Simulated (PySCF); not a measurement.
PySCF input (M06-2X/6-31G* with LANL2DZ past Ar (5d)):

```python
from pyscf import gto, dft

mol = gto.M(
    atom='''
    Li   -0.00000000   -0.00000000   -2.26434100
    I     0.00000000    0.00000000    0.12817000
    ''',
    basis={'default': '6-31g*', 'I': 'lanl2dz'},
    ecp={'I': 'lanl2dz'},
    charge=0,
    spin=0,
    verbose=4,
)

mf = dft.RKS(mol, xc='m062x')
mf.grids.level = 4
mf.conv_tol = 1e-9
mf.max_cycle = 100
mf.max_memory = 1500
mf.kernel()
if not mf.converged:
    mf = mf.newton()
    mf.kernel(mf.make_rdm1())
mf.dip_moment()
```

From the output:

```
initial guess = minao
damping factor = 0
level_shift factor = 0
DIIS = <class 'pyscf.scf.diis.CDIIS'>
diis_start_cycle = 1
diis_space = 8
diis_damp = 0
SCF conv_tol = 1e-09
SCF conv_tol_grad = None
SCF max_cycles = 100
direct_scf = True
direct_scf_tol = 1e-13
XC library pyscf.dft.libxc version 7.1.2
    S. Lehtola, C. Steigemann, M. J. T. Oliveira, and M. A. L. Marques,  SoftwareX 7, 1–5 (2018)
XC functionals = m062x
    Y. Zhao and D. G. Truhlar,  Theor. Chem. Acc. 120, 215 (2008)
    Y. Zhao and D. G. Truhlar,  Theor. Chem. Acc. 120, 215 (2008)
radial grids:
    Treutler-Ahlrichs [JCP 102, 346 (1995); DOI:10.1063/1.469408] (M4) radial grids

becke partition: Becke, JCP 88, 2547 (1988); DOI:10.1063/1.454033
pruning grids: <function nwchem_prune>
grids dens level: 4
symmetrized grids: False
atomic radii adjust function: <function treutler_atomic_radii_adjust>
small_rho_cutoff = 0
Set gradient conv threshold to 3.16228e-05
Initial guess from minao.
tot grids = 59080
init E= -15.5106991583111
  HOMO = -0.125361655255132  LUMO = -0.0557300699874315  gap/eV = 1.89477
cycle= 1 E= -18.8766434116645  delta_E= -3.37  |g|= 0.306  |ddm|= 3.48
  HOMO = -0.348585339422892  LUMO = -0.0522296411573961  gap/eV = 8.06425
cycle= 2 E= -18.9155855405722  delta_E= -0.0389  |g|= 0.151  |ddm|= 0.705
  HOMO = -0.267977661113009  LUMO = -0.0592541865509069  gap/eV = 5.67966
cycle= 3 E= -18.9273896432957  delta_E= -0.0118  |g|= 0.00928  |ddm|= 0.293
  HOMO = -0.26592673748943  LUMO = -0.0567888907353056  gap/eV = 5.69093
cycle= 4 E= -18.9275113505149  delta_E= -0.000122  |g|= 0.00193  |ddm|= 0.0286
  HOMO = -0.265537129141783  LUMO = -0.0599497672475016  gap/eV = 5.59432
cycle= 5 E= -18.9275177033062  delta_E= -6.35e-06  |g|= 0.00039  |ddm|= 0.00853
  HOMO = -0.26546704958906  LUMO = -0.0603021568343616  gap/eV = 5.58282
cycle= 6 E= -18.9275180137939  delta_E= -3.1e-07  |g|= 6.13e-05  |ddm|= 0.00164
  HOMO = -0.26548044705958  LUMO = -0.0602842151449798  gap/eV = 5.58367
cycle= 7 E= -18.9275180213706  delta_E= -7.58e-09  |g|= 6.91e-06  |ddm|= 0.000259
  HOMO = -0.265481700960741  LUMO = -0.06028635165003  gap/eV = 5.58365
cycle= 8 E= -18.9275180214188  delta_E= -4.82e-11  |g|= 5.24e-07  |ddm|= 2.99e-05
  HOMO = -0.265481834577648  LUMO = -0.0602856499335842  gap/eV = 5.58367
Extra cycle  E= -18.9275180214191  delta_E= -3.09e-13  |g|= 1.17e-07  |ddm|= 2.21e-06
converged SCF energy = -18.9275180214191
Dipole moment(X, Y, Z, Debye): -0.00000, -0.00000, -7.29372
```

The geometry given is a B3LYP-D3(BJ)/def2-TZVP minimum.
